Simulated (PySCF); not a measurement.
C2H9NSi, SMILES CC[SiH2]N.

Geometry optimised at r2SCAN-D4/def2-SVP. The values are those of a single conformer.

Calculation: PySCF with r2SCAN-D4/def2-SVP.

Frequencies are harmonic and unscaled.

Computed normal modes with their intensities:
```
mode  ν (cm⁻¹)  IR (km/mol)  Raman (Å⁴/amu)  depolarisation  moving atoms (share of kinetic energy)
----  --------  -----------  --------------  --------------  --------------------------------------
1           76          0.2             0.2            0.75                  H 42 %, C 28 %, N 23 %
2          149         17.9             0.9            0.75                           H 81 %, C 9 %
3          188          5.4             0.4            0.75                  H 66 %, C 15 %, N 15 %
4          228          2.4             0.4            0.53                  H 66 %, C 25 %, Si 9 %
5          322          5.7             1.1            0.67         H 55 %, C 18 %, Si 17 %, N 10 %
6          434        177.8             2.4            0.46                          H 81 %, N 18 %
7          553         26.9             2.2            0.48                         H 77 %, Si 16 %
8          635          3.2            14.7            0.24                 H 44 %, C 38 %, Si 15 %
9          681         13.0             8.7            0.71                                  H 87 %
10         726         51.8             4.3            0.27                 H 67 %, C 18 %, Si 12 %
11         817          4.8            15.2            0.51                 H 47 %, N 37 %, Si 14 %
12         862         92.4             3.6            0.75                 H 63 %, N 18 %, Si 17 %
13         922        180.8             4.2            0.74                  H 77 %, Si 12 %, N 9 %
14         956         73.7            16.0            0.75                                  H 94 %
15         978         17.0             5.2            0.59                          H 77 %, C 20 %
16         994         85.0             4.7            0.75                          H 80 %, C 13 %
17        1043         14.6             4.4            0.56                          C 68 %, H 31 %
18        1247          2.2             3.1            0.51                          H 72 %, C 28 %
19        1251          5.2             2.9            0.37                          H 67 %, C 32 %
20        1382          0.9             3.7            0.72                          H 81 %, C 18 %
21        1423          5.3            12.6            0.75                           H 92 %, C 8 %
22        1474          5.1            15.1            0.73                                  H 96 %
23        1481          6.6            18.4            0.75                                  H 97 %
24        1553         43.8             5.9            0.67                          H 90 %, N 10 %
25        2141        194.3           127.2            0.23                                  H 97 %
26        2215        145.9           139.7            0.23                                  H 97 %
27        3020         37.0           139.6            0.01                                  H 97 %
28        3027         14.5           122.2            0.12                                  H 95 %
29        3083          3.1           122.6            0.75                           H 91 %, C 9 %
30        3111         24.5           111.3            0.63                           H 91 %, C 9 %
31        3113         30.2            21.2            0.75                           H 91 %, C 9 %
32        3566         19.9           126.3            0.11                                  H 96 %
33        3659         24.4            77.9            0.72                           H 92 %, N 8 %
```
